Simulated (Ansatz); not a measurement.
Reaction: H2GeOF (SMILES [GeH2]([F])[O], doublet) → H2GeOF (SMILES [GeH]([F])[OH], doublet)
Each species at its own B3LYP-D3(BJ)/def2-TZVP minimum (Ansatz, an electronic-structure program), one conformer.

Quantity: isomerisation energy (electronic), in kJ/mol. Radicals and triplets start from unrestricted determinants; spin-orbit coupling is neglected. Cores are frozen in correlated methods (noble-gas shells, and filled d and f shells in the p block). No relativity. CBS(X,Y): correlation extrapolated as X^-3, Hartree-Fock from the larger set. A bracket is a step between two methods taken in the basis named. Double hybrids freeze cores in their MP2 part.

CCSD(T)/CBS(cc-pVTZ,cc-pVQZ) + [CCSDT(Q) - CCSD(T)]/cc-pVDZ (Ansatz) gives -150.0 kJ/mol.

**Question.** What does PBE/def2-TZVPD (Ansatz) give here, and how do the other levels compare?

**Answer.** PBE gives -158.9 kJ/mol, 8.9 kJ/mol below it. Differences of the others: PBE0/def2-TZVPD (Ansatz) 5.3; wB97M-V/def2-TZVPD (Ansatz) 2.0; B2PLYP/def2-TZVPD (Ansatz) 1.2; CCSD(T)/CBS(cc-pVTZ,cc-pVQZ) (Ansatz) 0.5 kJ/mol.
